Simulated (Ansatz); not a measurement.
Computed with Ansatz on PBE0-D4/def2-TZVP structures; ΔE is electronic, products minus reactants. CCSD(T)/CBS is the MP2 limit (def2-TZVPP, def2-QZVPP) plus CCSD(T) − MP2 in def2-TZVPP, frozen cores. Double bonds are as drawn, so ΔE can hold a change between cis and trans. DFT in def2-TZVPP. One conformer a species, not always the lowest.

Reaction (formal exchange of groups at the Si–N bond): `C/C=N\[SiH3]` + `O/C=C/[SiH2]O` → `O/C=C/[SiH2][SiH3]` + `C/C=N/O`

`C/C=N\[SiH3]`:

```xyz
11

C     0.028    1.570   -0.252
C     0.909    0.414   -0.602
N     0.753   -0.804   -0.327
Si   -0.479   -1.660    0.534
H     0.598    2.303    0.328
H    -0.289    2.080   -1.168
H    -0.851    1.267    0.315
H     1.805    0.695   -1.177
H    -1.609   -0.850    1.084
H     0.183   -2.353    1.667
H    -1.046   -2.663   -0.402
```

`O/C=C/[SiH2]O`:

Z-matrix (Å, degrees):
```
Si
O 1 1.652
C 1 1.843 2 111.0
H 1 1.484 2 104.9 3 -121.6
H 1 1.492 2 111.3 3 121.3
H 2 0.958 1 116.8 3 -71.0
C 3 1.335 1 121.7 2 -13.3
H 3 1.091 1 119.8 2 166.6
O 7 1.346 3 127.3 1 179.7
H 7 1.086 3 122.2 1 -0.2
H 9 0.964 7 109.2 3 0.7
```

`O/C=C/[SiH2][SiH3]`:

```xyz
13

O     2.602    1.302   -1.337
C     1.407    0.676   -1.263
C     1.076   -0.126   -0.252
Si   -0.579   -0.935   -0.155
Si   -1.775   -0.207    1.724
H     2.649    1.823   -2.141
H     0.724    0.870   -2.089
H     1.812   -0.268    0.536
H    -1.345   -0.594   -1.388
H    -0.459   -2.420   -0.080
H    -0.986   -0.448    2.964
H    -2.054    1.253    1.629
H    -3.072   -0.927    1.852
```

`C/C=N/O`:

Z-matrix (Å, degrees):
```
C
C 1 1.484
H 1 1.094 2 110.7
H 1 1.090 2 110.4 3 120.8
H 1 1.094 2 110.7 3 -118.4
N 2 1.265 1 120.1 3 -120.8
H 2 1.092 1 119.8 3 59.2
O 6 1.385 2 111.8 1 180.0
H 8 0.961 6 102.9 2 180.0
```

| level | ΔE (kcal/mol) |
| --- | --- |
| PBE-D4 | 60.5 |
| ωB97M-V | 71.2 |
| PBE0 | 64.8 |
| SCS-MP2/def2-QZVPP | 75.7 |

**Question.** What does CCSD(T)/CBS give? (Estimate.)

**Answer.** Ansatz gave: +71.5 kcal/mol. The listed levels differ from it by -11.0, -0.3, -6.7, 4.2 kcal/mol.

Largest T1 diagnostic among the species: 0.013.

From PBE to PBE0 (25 % exact exchange), in def2-TZVPP and without D4, ΔE moves by +4.7 kcal/mol. In def2-TZVPP, CCSD(T) changes the Hartree–Fock value by −9.4 kcal/mol (the triples alone add −1.5 kcal/mol) and MP2 by −4.0 kcal/mol.
